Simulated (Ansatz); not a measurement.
**Pulling the pair apart**

The pair of N2 (SMILES N#N, atoms 1–2) and GeH4 (SMILES [GeH4], atoms 3–7), both closed shells, in one local arrangement (a lower one may exist), relaxed at PBE0-D4/def2-TZVP:

N1  (-0.383, -0.086, -3.423)
N2  (0.021, 0.265, -2.474)
Ge3  (0.073, -0.035, 1.178)
H4  (0.084, 1.471, 0.887)
H5  (-1.152, -0.677, 0.514)
H6  (0.005, -0.262, 2.695)
H7  (1.352, -0.676, 0.623)
(Å)

GeH4 is shifted rigidly along the line between the mean atom positions of the two fragments (negative: closer). Counterpoise interaction energies in kJ/mol. Program: Ansatz 0.2.0. Basis: def2-TZVPPD. Cores are frozen in the correlated methods. Filled d shells of the heavier atoms are correlated. The def2 sets are not built for correlating such inner shells, so the correlated values are less sure here. B3LYP uses VWN-RPA correlation.

```json
{"shift (Å)": "-0.37", "wB97M-V": "-1.3", "B3LYP-D4": "0.1", "HF": "5.3"}
{"shift (Å)": "-0.18", "wB97M-V": "-2.2", "B3LYP-D4": "-1.1", "HF": "2.7"}
{"shift (Å)": "0.00", "wB97M-V": "-2.4", "B3LYP-D4": "-1.4", "HF": "1.3"}
{"shift (Å)": "0.18", "wB97M-V": "-2.2", "B3LYP-D4": "-1.3", "HF": "0.5"}
{"shift (Å)": "0.44", "wB97M-V": "-1.8", "B3LYP-D4": "-0.8", "HF": "0.1"}
{"shift (Å)": "0.92", "wB97M-V": "-1.1", "B3LYP-D4": "-0.1", "HF": "-0.1"}
{"shift (Å)": "1.83", "wB97M-V": "-0.4", "B3LYP-D4": "0.5", "HF": "-0.1"}
{"shift (Å)": "3.67", "wB97M-V": "-0.1", "B3LYP-D4": "0.8", "HF": "0.0"}
```

At the largest shift the D4 term itself is slightly repulsive (B3LYP-D4 +8.3 meV): a quirk of that model, not of the functional.

(1) What does CCSD(T) give at these shifts? (To be estimated.)

No T1 diagnostic of these runs exceeds 0.013.

Answers

(1) By the calculation: -0.3, -1.6, -2.0, -2.0, -1.7, -1.0, -0.4, -0.1 kJ/mol. For zero shift, CCSD(T) at an estimated basis limit (MP2 extrapolated from triple and quadruple zeta, plus CCSD(T) − MP2 in triple zeta) gives -2.4 kJ/mol. These are counterpoise interaction energies, counted from the two frozen fragments.

For scale, one of the runs: CCSD(T)/def2-TZVPPD, 196 basis functions, launched by `ansatz run in.yaml --threads 4 --pin off --events-out ev --progress --plain --max-ram 9574MiB`. Time: 29 s of wall clock on 4 CPU threads of an Intel Xeon Platinum 8259CL; the host was shared. Peak host memory: 2.3 GiB.
